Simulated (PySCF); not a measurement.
An unknown gives this computed stick spectrum. Theory: TDDFT CAM-B3LYP/def2-SVPD, vertical, gas phase, core orbitals frozen in the response (PySCF 2.14.0, density-fitted response routines). Geometries: PBE0-D3(BJ)/def2-SVP, one conformer each.

```json
{"state": "S1", "E (eV)": "5.73", "f": "0.060"}
{"state": "S2", "E (eV)": "6.63", "f": "0.040"}
{"state": "S3", "E (eV)": "6.67", "f": "0.0002"}
{"state": "S4", "E (eV)": "6.81", "f": "0.0001"}
{"state": "S5", "E (eV)": "6.89", "f": "0.012"}
{"state": "S6", "E (eV)": "7.24", "f": "0.0058"}
```

**Question.** Which structure fits? All have the formula C9H6N2.
A. `N#Cc1ccn2ccccc12`
B. `Cc1cc(C#N)ccc1C#N`
C. `c1c(C#N)cn2c1cccc2`
D. `CC1=C(C#N)C(C#N)=CC=C1`
E. `N#CCC1=C[C@H]2[C@@H]3[C@H]2[C@]13C#N`

**Answer.** E. Its S1, at 5.73 eV, is the highest among the candidates; the nearest of the others has S1 at 4.85 eV. S1 is HOMO→LUMO (96%). Löwdin shares by element: HOMO carbon 72% or more (atoms not listed hold the other 28%); LUMO carbon 69% or more (atoms not listed hold the other 31%). At the same level the other candidates give, for their lowest levels:
- `N#Cc1ccn2ccccc12`: 4.01 eV (f 0.102); 4.76 eV (f 0.097); 5.65 eV (f 0.293); 5.71 eV (f 0.000); 6.02 eV (f 0.000); HOMO -7.28, LUMO -0.52 eV
- `N#Cc1cc2ccccn2c1`: 3.98 eV (f 0.055); 4.78 eV (f 0.010); 5.65 eV (f 0.469); 5.73 eV (f 0.000); 6.04 eV (f 0.330); HOMO -7.35, LUMO -0.52 eV
- `Cc1cccc(C#N)c1C#N`: 4.84 eV (f 0.050); 5.30 eV (f 0.114); 6.21 eV (f 0.618); 6.30 eV (f 0.443); 6.33 eV (f 0.000); HOMO -9.38, LUMO -1.45 eV
- `Cc1cc(C#N)ccc1C#N`: 4.85 eV (f 0.057); 5.21 eV (f 0.379); 6.30 eV (f 0.000); 6.41 eV (f 0.000); 6.44 eV (f 0.436); HOMO -9.29, LUMO -1.65 eV
